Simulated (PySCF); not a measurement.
# Does the structure fit the spectrum?

A compound C$_{6}$H$_{5}$F$_{2}$N gives the data below (simulated from a calculation) and was assigned the structure `FC(F)c1ccccn1`.

13C{1H} NMR (computed): δ 174.6 (C), 139.6 (CH), 131.2 (C), 128.4 (CH2), 117.3 (C), 40.2 (CH2).

1H NMR (600 MHz, computed): δ 6.34 (m, 1H), 5.88 (m, 1H), 5.66 (m, 1H), 3.28 (m, 2H).

Calculated, not measured (PySCF 2.14.0 with density-fitted response routines): coordinates at the GFN2-xTB level, σ from GIAO-PBE0/pcSseg-1. Rapidly exchanging positions averaged, one conformer, no solvent, non-relativistic Hamiltonian.

δ = σ(ref) − σ, references computed at the same level: TMS for 1H (31.72 ppm) and 13C (186.93 ppm).

Q: Compare with the shifts computed for the proposed structure, pairing carbons in order of shift.

A: Atoms are numbered as in `[F:1][CH:2]([F:3])[c:4]1[cH:5][cH:6][cH:7][cH:8][n:9]1`. Each H is labelled by its parent atom.

```
atom  computed for proposal  given list  difference
  C4                  161.5       174.6       -13.1
  C8                  154.5       139.6       +14.9
  C6                  143.3       131.2       +12.1
  C7                  130.5       128.4        +2.1
  C5                  128.1       117.3       +10.8
  C2                  124.0        40.2       +83.8
```

The rms difference is 35.8 ppm and the largest +83.8 ppm at C2 (sp3 CH bonded to 2 F, on an aromatic ring). The carbon types in order of shift don't match either: C, CH, CH, CH, CH, CH for the proposal against C, CH, C, CH2, C, CH2 in the data. The proposal doesn't fit.

Q: Which isomer fits?

A: `C=CC/C(F)=C(/F)C#N`.

1. Carbon types of the structure: 3 × C, 1 × CH, 2 × CH2, which accounts for all hydrogens.
2. δC 174.6, 131.2: fully substituted alkene carbon.
3. δC 139.6: alkene CH; an sp2 carbon of a C=C bond.
4. δC 128.4: terminal =CH2 carbon; an sp2 carbon of a C=C bond.
5. δC 117.3: nitrile carbon; typical of a nitrile.

The data come from this structure; uniqueness wasn't tested.

Splittings by 19F in the carbon and heteronuclear signals aren't shown, as no couplings were computed. Shifts are as computed. Against solution values, carbons near 30 ppm lie about +3 ppm off and those near 130 ppm about +5 ppm. Of 1211 compounds with measured shifts, 218 miss one by over three times the rms of a fit or turn the order of signals round; such compounds aren't used in these exercises. No couplings were computed; multiplicities are counted from neighbouring protons, with m where these are inequivalent, close in shift, in a saturated or five-membered ring or joined by F or P, and br s for small geminal =CH2 splittings.
